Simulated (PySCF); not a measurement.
GeH5O4, SMILES [OH][Ge]([OH])([OH])[OH2+], charge +1.

Geometry: B3LYP-D3(BJ)/def2-SVP. The isomer is the one that the SMILES or the coordinates give; other isomers of the formula were not compared. Other conformers were not sampled.

These are B3LYP/def2-TZVP (PySCF) values and carry that method's errors.

Isolated molecule, no solvent.

Q: Estimate the frontier levels, gap, dipole moment and polarisability. (An estimate is asked for; the answer gives what the named calculation found.)

A: 
The highest occupied level is -14.38 eV, the lowest empty level is -6.46 eV and the orbital gap is 7.92 eV. The dipole moment about the centre of nuclear charge comes out as 2.57 D and the mean static polarisability is 38.9 bohr³ (5.76 Å³). The polarisability, principal values comes out as 35.8, 39.1, 41.6 bohr³.
